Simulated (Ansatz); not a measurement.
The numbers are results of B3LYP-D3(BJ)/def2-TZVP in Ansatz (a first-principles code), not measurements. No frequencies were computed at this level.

Ansatz 0.2 input:
```yaml
crystal:
  periodic: [false, false, false]
  atoms:
    - { symbol: C, position_ang: [1.920261, -0.261228, -0.012051] }
    - { symbol: Si, position_ang: [0.247641, -0.457033, -0.678602] }
    - { symbol: Si, position_ang: [-1.280516, -0.552287, 1.033343] }
    - { symbol: Si, position_ang: [-1.023949, 1.389722, -0.180957] }
    - { symbol: H, position_ang: [2.53677, 0.570899, -0.329469] }
    - { symbol: H, position_ang: [2.328127, -1.008214, 0.657972] }
    - { symbol: H, position_ang: [-2.545222, -1.211359, 0.611788] }
    - { symbol: H, position_ang: [-2.183112, 1.529499, -1.102024] }
basis:
  gaussian: { orbitals: def2-tzvp }
hamiltonian:
  xc: b3lyp
  dispersion: d3bj
relax:
  max_steps: 150
```

Output:

```
Functional definition: B3LYP
1139 factors; their error is unknown
mean field evaluation 1: about -24719.4327 eV, gradient 6.8e1 eV
mean field evaluation 2: about -24659.3042 eV, gradient 1.1e2 eV
mean field evaluation 4: about -24731.4199 eV, gradient 1.8e1 eV
mean field evaluation 8: about -24732.7263 eV, gradient 3.7e-1 eV
mean field evaluation 16: about -24732.7951 eV, gradient 6.0e-3 eV
mean field -24732.79512977 eV, -908.9134565282 hartree, gradient 4.6e-5 eV, S^2 0.000000; 0 other end points of the search recorded, 0 dependent functions left out
reference -24732.79539754 eV, -908.9134663687 hartree; 26, 26 occupied and 140, 140 virtual orbitals, 1139 factors
relax step   1: F+E_penalty+E_count = -24733.33976541 eV  Δ(F+E_penalty+E_count) = +0.000e0 eV  max|allowed force component| = 2.634e0 eV/Å  Δτ_max = 0.0000 Å  (35 SCF iters, accepted)
these checks for a lower state are left out or cut short: starts, cluster_reference, orbital_swaps, neighbouring_geometries, increment
1139 factors; their error is unknown
mean field -24732.99116799 eV, -908.9206608000 hartree, gradient 1.0e-5 eV, S^2 0.000000; 0 other end points of the search recorded, 0 dependent functions left out
reference -24732.99144226 eV, -908.9206708794 hartree; 26, 26 occupied and 140, 140 virtual orbitals, 1139 factors
relax step   2: F+E_penalty+E_count = -24733.52329891 eV  Δ(F+E_penalty+E_count) = -1.835e-1 eV  max|allowed force component| = 1.509e0 eV/Å  Δτ_max = 0.1961 Å  (41 SCF iters, accepted)
these checks for a lower state are left out or cut short: starts, cluster_reference, orbital_swaps, neighbouring_geometries, increment
1139 factors; their error is unknown
mean field evaluation 32: about -24733.1812 eV, gradient 8.2e-3 eV
mean field -24733.24961336 eV, -908.9301584924 hartree, gradient 2.2e-5 eV, S^2 0.000000; 0 other end points of the search recorded, 0 dependent functions left out
reference -24733.24988726 eV, -908.9301685577 hartree; 26, 26 occupied and 140, 140 virtual orbitals, 1139 factors
relax step   3: F+E_penalty+E_count = -24733.76296509 eV  Δ(F+E_penalty+E_count) = -2.397e-1 eV  max|allowed force component| = 1.234e0 eV/Å  Δτ_max = 0.1907 Å  (40 SCF iters, accepted)
these checks for a lower state are left out or cut short: starts, cluster_reference, orbital_swaps, neighbouring_geometries, increment
1139 factors; their error is unknown
mean field -24733.51184251 eV, -908.9397952358 hartree, gradient 2.1e-5 eV, S^2 0.000000; 0 other end points of the search recorded, 0 dependent functions left out
reference -24733.51211196 eV, -908.9398051379 hartree; 26, 26 occupied and 140, 140 virtual orbitals, 1139 factors
relax step   4: F+E_penalty+E_count = -24734.01910964 eV  Δ(F+E_penalty+E_count) = -2.561e-1 eV  max|allowed force component| = 8.794e-1 eV/Å  Δτ_max = 0.1999 Å  (39 SCF iters, accepted)
these checks for a lower state are left out or cut short: starts, cluster_reference, orbital_swaps, neighbouring_geometries, increment
1139 factors; their error is unknown
mean field -24733.68065706 eV, -908.9459990559 hartree, gradient 2.1e-5 eV, S^2 0.000000; 0 other end points of the search recorded, 0 dependent functions left out
reference -24733.68092719 eV, -908.9460089832 hartree; 26, 26 occupied and 140, 140 virtual orbitals, 1139 factors
relax step   5: F+E_penalty+E_count = -24734.18021575 eV  Δ(F+E_penalty+E_count) = -1.611e-1 eV  max|allowed force component| = 6.660e-1 eV/Å  Δτ_max = 0.1950 Å  (39 SCF iters, accepted)
these checks for a lower state are left out or cut short: starts, cluster_reference, orbital_swaps, neighbouring_geometries, increment
1139 factors; their error is unknown
mean field -24733.83680592 eV, -908.9517374207 hartree, gradient 2.2e-5 eV, S^2 0.000000; 0 other end points of the search recorded, 0 dependent functions left out
reference -24733.83708167 eV, -908.9517475545 hartree; 26, 26 occupied and 140, 140 virtual orbitals, 1139 factors
relax step   6: F+E_penalty+E_count = -24734.32958066 eV  Δ(F+E_penalty+E_count) = -1.494e-1 eV  max|allowed force component| = 7.003e-1 eV/Å  Δτ_max = 0.1995 Å  (37 SCF iters, accepted)
these checks for a lower state are left out or cut short: starts, cluster_reference, orbital_swaps, neighbouring_geometries, increment
1139 factors; their error is unknown
mean field evaluation 64: about -24733.9198 eV, gradient 6.4e-3 eV
mean field -24733.99237244 eV, -908.9574543851 hartree, gradient 2.2e-5 eV, S^2 0.000000; 0 other end points of the search recorded, 0 dependent functions left out
reference -24733.99264945 eV, -908.9574645650 hartree; 26, 26 occupied and 140, 140 virtual orbitals, 1139 factors
relax step   7: F+E_penalty+E_count = -24734.48769362 eV  Δ(F+E_penalty+E_count) = -1.581e-1 eV  max|allowed force component| = 3.841e-1 eV/Å  Δτ_max = 0.2000 Å  (36 SCF iters, accepted)
these checks for a lower state are left out or cut short: starts, cluster_reference, orbital_swaps, neighbouring_geometries, increment
1139 factors; their error is unknown
mean field -24734.01591391 eV, -908.9583195181 hartree, gradient 2.6e-5 eV, S^2 0.000000; 0 other end points of the search recorded, 0 dependent functions left out
reference -24734.01619232 eV, -908.9583297494 hartree; 26, 26 occupied and 140, 140 virtual orbitals, 1139 factors
relax step   8: F+E_penalty+E_count = -24734.51019012 eV  Δ(F+E_penalty+E_count) = -2.250e-2 eV  max|allowed force component| = 4.542e-1 eV/Å  Δτ_max = 0.1619 Å  (32 SCF iters, accepted)
these checks for a lower state are left out or cut short: starts, cluster_reference, orbital_swaps, neighbouring_geometries, increment
1139 factors; their error is unknown
mean field -24734.02723544 eV, -908.9587355767 hartree, gradient 9.0e-6 eV, S^2 0.000000; 0 other end points of the search recorded, 0 dependent functions left out
reference -24734.02751224 eV, -908.9587457488 hartree; 26, 26 occupied and 140, 140 virtual orbitals, 1139 factors
relax step   9: F+E_penalty+E_count = -24734.51964675 eV  Δ(F+E_penalty+E_count) = -9.457e-3 eV  max|allowed force component| = 4.697e-1 eV/Å  Δτ_max = 0.0582 Å  (33 SCF iters, accepted)
these checks for a lower state are left out or cut short: starts, cluster_reference, orbital_swaps, neighbouring_geometries, increment
1139 factors; their error is unknown
mean field -24734.03936818 eV, -908.9591814467 hartree, gradient 2.1e-5 eV, S^2 0.000000; 0 other end points of the search recorded, 0 dependent functions left out
reference -24734.03964325 eV, -908.9591915552 hartree; 26, 26 occupied and 140, 140 virtual orbitals, 1139 factors
relax step  10: F+E_penalty+E_count = -24734.53344997 eV  Δ(F+E_penalty+E_count) = -1.380e-2 eV  max|allowed force component| = 6.522e-2 eV/Å  Δτ_max = 0.0378 Å  (33 SCF iters, accepted)
these checks for a lower state are left out or cut short: starts, cluster_reference, orbital_swaps, neighbouring_geometries, increment
1139 factors; their error is unknown
mean field evaluation 96: about -24734.0392 eV, gradient 2.2e-5 eV
mean field -24734.03915917 eV, -908.9591737654 hartree, gradient 2.2e-5 eV, S^2 0.000000; 0 other end points of the search recorded, 0 dependent functions left out
reference -24734.03943410 eV, -908.9591838692 hartree; 26, 26 occupied and 140, 140 virtual orbitals, 1139 factors
relax step  11: F+E_penalty+E_count = -24734.53306167 eV  Δ(F+E_penalty+E_count) = +3.883e-4 eV  max|allowed force component| = 2.085e-2 eV/Å  Δτ_max = 0.0340 Å  (32 SCF iters, rejected (line search))
these checks for a lower state are left out or cut short: starts, cluster_reference, orbital_swaps, neighbouring_geometries, increment
1139 factors; their error is unknown
mean field -24734.03987897 eV, -908.9592002177 hartree, gradient 2.0e-5 eV, S^2 0.000000; 0 other end points of the search recorded, 0 dependent functions left out
reference -24734.04015404 eV, -908.9592103263 hartree; 26, 26 occupied and 140, 140 virtual orbitals, 1139 factors
relax step  12: F+E_penalty+E_count = -24734.53379574 eV  Δ(F+E_penalty+E_count) = -3.458e-4 eV  max|allowed force component| = 2.825e-3 eV/Å  Δτ_max = 0.0137 Å  (34 SCF iters, accepted)
1139 factors; their error is unknown
mean field -24734.03987897 eV, -908.9592002177 hartree, gradient 2.9e-5 eV, S^2 0.000000; 1 other end points of the search recorded, 0 dependent functions left out
reference -24734.04015404 eV, -908.9592103263 hartree; 26, 26 occupied and 140, 140 virtual orbitals, 1139 factors
Total energy: -24734.53407081 eV, -908.9773614331 hartree
Atom 0 at     2.101252    -0.272580     0.008071 Å, force    -0.000252     0.000202    -0.000023 eV/Å
Atom 1 at     0.413312    -0.053052     0.002431 Å, force     0.000983    -0.000124     0.000179 eV/Å
Atom 2 at    -1.683940    -0.698013     0.559645 Å, force    -0.000712     0.000587    -0.002825 eV/Å
Atom 3 at    -1.445694     1.105252    -0.569744 Å, force    -0.001465    -0.000733     0.001372 eV/Å
Atom 4 at     2.764374     0.432082    -0.475380 Å, force     0.000989    -0.000218    -0.000049 eV/Å
Atom 5 at     2.558882    -1.122743     0.495716 Å, force     0.001048    -0.000061     0.000164 eV/Å
Atom 6 at    -2.612984    -1.655773     1.215199 Å, force    -0.000578    -0.000222     0.001558 eV/Å
Atom 7 at    -2.095201     2.264825    -1.235937 Å, force    -0.000013     0.000569    -0.000376 eV/Å
Dipole moment:    -0.513852     0.066668    -0.001949 e Å
```

Cost: around 60 core-seconds (rough).
